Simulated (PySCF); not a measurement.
Mapped SMILES: `[F:1][C:2]([F:3])([F:4])[O:5][C:6]1=[CH:7][O:8][CH2:9][CH2:10]1`. Hydrogens are named by the atom that carries them.

Geometry: PBE0-D3(BJ)/def2-SVP; GIAO shifts from PySCF 2.14.0 with density-fitted response routines, gas phase, non-relativistic, averaged over equivalent atoms.

At PBE0/pcSseg-1 (195 basis functions, 21 s wall time on 1 thread of an x86-64 server CPU, shared host):
| atoms | δ (ppm) |
| --- | --- |
| F1/F3/F4 | -75.8 |
| C7 | 135.1 |
| C6 | 134.0 |
| C2 | 126.6 |
| C9 | 68.3 |
| C10 | 32.5 |
| O5 | 140.0 |
| O8 | 86.1 |
| H(C7) | 6.22 |
| H(C9) | 4.33 |
| H(C10) | 2.95 |

References, each an isolated molecule treated in the same way: 19F (σref 177.25) vs CFCl3; TMS for 13C (σref 184.41), 1H (σref 31.27); 17O (σref 334.56) against H2O.

Q: Predict the values at mPW1PW91/pcSseg-1 on the same geometry.

A: 
```tsv
atoms	δ at mPW1PW91/pcSseg-1	change
F1/F3/F4	-75.2	+0.6
C7	135.3	+0.2
C6	134.1	+0.1
C2	126.5	-0.1
C9	68.4	+0.1
C10	32.7	+0.2
O5	139.4	-0.6
O8	85.8	-0.3
H(C7)	6.21	-0.01
H(C9)	4.32	-0.01
H(C10)	2.95	+0.00
```

δ = σ(ref) − σ, references computed at the same level: 19F (σref 177.88) against CFCl3; 13C (σref 183.54), 1H (σref 31.32) vs TMS; 17O (σref 333.30) against H2O.

The largest change is at F1/F3/F4 (fluorine of an OCF3 group). Cost: 195 basis functions, 19 s wall time on 1 thread of an x86-64 server CPU, shared host. The order of the carbon signals is the same at both levels.

Unscaled 19F shifts against computed CFCl3 carry errors that often reach 10 to 50 ppm. Experimental scales use liquid or dissolved standards, which lie at an offset from isolated H2O (liquid H2O: subtract about 36 ppm).
